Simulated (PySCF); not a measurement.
**Electron correlation in F³⁺ (fluorine, charge +3)**

[He] 2s2 2p2, high-spin 3P determinant. Calculation: PySCF 2.14, in aug-cc-pCVTZ-DK; the spin-free X2C one-electron Hamiltonian (Gaussian nucleus). Frozen: nothing; 6 electrons correlated.

```
  level  correlation energy (mhartree)
   CCSD                        -156.65
    (T)                          -1.47
CCSD(T)                        -158.12
```

Diagnostics: T1 = 0.0032, D1 = 0.0079, largest double amplitude 0.120.

Cost of the coupled-cluster step: about 9 core-seconds, for 6 correlated electrons.

Iterations:

```
CC2 = 0
CCSD nocc = (np.int64(4), np.int64(2)), nmo = (59, 59)
frozen orbitals [[], []]
max_cycle = 100
direct = 0
conv_tol = 1e-08
conv_tol_normt = 1e-06
diis_space = 8
diis_start_cycle = 0
Init t2, MP2 energy = -0.133957264394039
Init E_corr(UCCSD) = -0.13395726439405
cycle = 1  E_corr(UCCSD) = -0.149297486668581  dE = -0.0153402223  norm(t1,t2) = 0.0329277
cycle = 2  E_corr(UCCSD) = -0.153517885751463  dE = -0.00422039908  norm(t1,t2) = 0.0148228
cycle = 3  E_corr(UCCSD) = -0.156718264858044  dE = -0.00320037911  norm(t1,t2) = 0.00724591
cycle = 4  E_corr(UCCSD) = -0.156640005390791  dE = 7.82594673e-05  norm(t1,t2) = 0.000578212
cycle = 5  E_corr(UCCSD) = -0.156651430105595  dE = -1.14247148e-05  norm(t1,t2) = 5.64745e-05
cycle = 6  E_corr(UCCSD) = -0.156649156411534  dE = 2.27369406e-06  norm(t1,t2) = 8.29297e-06
cycle = 7  E_corr(UCCSD) = -0.156649786929379  dE = -6.30517845e-07  norm(t1,t2) = 1.52002e-06
cycle = 8  E_corr(UCCSD) = -0.156649689987105  dE = 9.69422743e-08  norm(t1,t2) = 2.63733e-07
cycle = 9  E_corr(UCCSD) = -0.156649689087633  dE = 8.99471775e-10  norm(t1,t2) = 2.59915e-08
UCCSD converged
E(UCCSD) = -95.56215133580014  E_corr = -0.156649689087633
UCCSD(T) correction = -0.00146912222655991
```
